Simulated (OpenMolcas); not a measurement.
# Tc4+: effect of the metal basis

Tc4+ with its 6 nearest chloride ions at 2.419 Å, on the Zr site of Cs2ZrCl6 (a = 10.407 Å, distance in the model lattice 2.446 Å). The rest of the host is ab initio model potentials to 7.6 Å and point charges beyond; the distance is set by hand and nothing relaxes.

```
Program             : OpenMolcas 26.06
Method              : CASSCF
Spin-orbit coupling : state interaction with AMFI integrals over the reference wave functions
```

Fixed: ligand basis ANO-RCC-VDZP, active space 3 electrons in 5 orbitals (4d), DKH2 Hamiltonian.

States (labels of O, the rotations of Oh). Energies in cm-1 above the lowest state or level, χT in cm3 K/mol.

```
Run   Metal basis  Ground state  First state of that spin  First gap with spin-orbit (degeneracies)  χT at 300 K  First state of another spin                     Cost
  A  ANO-RCC-VDZP           4A2                 4T2 24600                              13688 (4, 4)        1.788                     2E 13749  roughly 30 core-seconds
  B  ANO-RCC-VTZP           4A2                 4T2 24052                              13762 (4, 4)        1.785                     2E 13828  roughly 40 core-seconds
```

Against A, the first state of the same spin changes by -2.2 % in B.

Costs are those of the RASSCF and RASSI steps.

Without dynamic correlation the repulsion within the d shell is too large (B by tens of per cent), so at a given field states of lower spin stand too high. With metal d orbitals alone the field can be off either way by tens of per cent. Ligand-to-metal charge-transfer states are missing. With no ligand orbital active B as a rule stays too high, so bands that hang on it stand too high and its fall with covalency is understated. The least metal-like active orbital is 67 % on the metal (Löwdin) and no ligand orbital is active, so the numbers are rough (holds for A). The least metal-like active orbital is 68 % on the metal (Löwdin) and no ligand orbital is active, so the numbers are rough (holds for B). No measured value stands beside these numbers; the geometry was set by hand and not optimised.
